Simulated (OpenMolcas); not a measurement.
**Pm3+: moving or changing the point charges**

Pm3+ among 7 point charges of -1 e arranged as a pentagonal bipyramid (D5h), 2.37 Å from the ion, with the axial distance 2.323 Å.

```json
{"Program": "OpenMolcas", "Method": "CASSCF", "Basis": "ANO-RCC-VDZP [7s6p4d2f1g]", "Scalar Hamiltonian": "DKH2, point nucleus", "Active space": "4 electrons in 7 orbitals (4f)", "State averaging": "2S+1 = 5 even, 35 roots (33 in the spin-orbit step); 2S+1 = 3 even, 117 roots kept (CI in the orbitals of an earlier block, 106 in the spin-orbit step); 2S+1 = 1 even, 75 roots kept (CI in the orbitals of an earlier block, 31 in the spin-orbit step)", "Spin-orbit coupling": "state interaction with AMFI integrals over the reference wave functions"}
```

Runs around this geometry, states. Energies in cm-1 above the lowest state or level, χT in cm3 K/mol.

```csv
R (Å),q (e),Ground state,First state of that spin,First gap with spin-orbit (degeneracies),Width of lowest J,χT at 300 K
2.37,-0.5,2S+1 = 5,5.0,"36.7 (2, 2)",98,1.001
2.37,-1,2S+1 = 5,8.2,"70.6 (2, 2)",194,0.994
2.6,-1,2S+1 = 5,8.3,"46.0 (2, 2)",131,0.999
2.72,-1,2S+1 = 5,8.1,"34.2 (2, 2)",108,1.000
```

Taking the width of the lowest J multiplet as R^-n, n = -ln(108 / 194) / ln(2.72 / 2.37) = 4.3 between the shortest and longest distance.

Scaling the charges by -0.5 / -1 = 0.50 scales the width of the lowest J multiplet by 98 / 194 = 0.51; with fixed orbitals a first-order splitting would follow the charge.

High states are left out of the spin-orbit mixing, which shifts the levels that they would mix with. Point charges carry no covalency, so the field is a model and not that of real ligands. An unlabelled pair can be two single states that coincide in this model. A group larger than the point group allows holds several states that coincide in this model. No measured value stands beside these numbers.

A state without a sure symmetry label is named by its multiplicity alone.
